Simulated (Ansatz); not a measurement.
Reaction (ligand exchange at a Ge–C bond): `Cl[SiH](Cl)C[CH2][GeH3]` + `NB(O)F` → `NB(F)[O][GeH3]` + `CC[SiH](Cl)Cl`

Gas-phase electronic energies from Ansatz, PBE0-D4/def2-TZVP geometries. CBS: MP2 limit from def2 TZ/QZ plus the TZ coupled-cluster correction, frozen cores. DFT in def2-TZVPP. B3LYP here is the variant with VWN-RPA as its local correlation; programs differ in this. For Ge outer-core shells are correlated without core-valence functions, which leaves a few kJ/mol of doubt a bond. Scalar relativity is left out up to krypton. One conformer a species, not always the lowest.

Is it downhill or uphill in electronic energy at CCSD(T)/CBS, and by how much? (Best estimate.)

The calculation gave: Downhill: ΔE = -13.0 kcal/mol.

What do these levels give: B3LYP-D4, PBE, MP2/def2-TZVPP, SCS-MP2/def2-TZVPP, CCSD(T)/def2-TZVPP, HF/CBS(def2)? (An estimate is asked.)

Ansatz gave: B3LYP-D4 -14.7, PBE -13.3, MP2/def2-TZVPP -13.6, SCS-MP2/def2-TZVPP -15.4, CCSD(T)/def2-TZVPP -14.0, HF/CBS(def2) -20.7 kcal/mol.

Largest T1 diagnostic among the species: 0.012.

In def2-TZVPP, CCSD(T) changes the Hartree–Fock value by +6.3 kcal/mol (the triples alone add +0.6 kcal/mol) and MP2 by +6.7 kcal/mol. The D4 term adds +1.9 kcal/mol with B3LYP and +1.1 kcal/mol with PBE0; it sums over pairs of atoms, weighted by their polarisabilities, and B3LYP, whose exchange is more repulsive, gets the larger term.
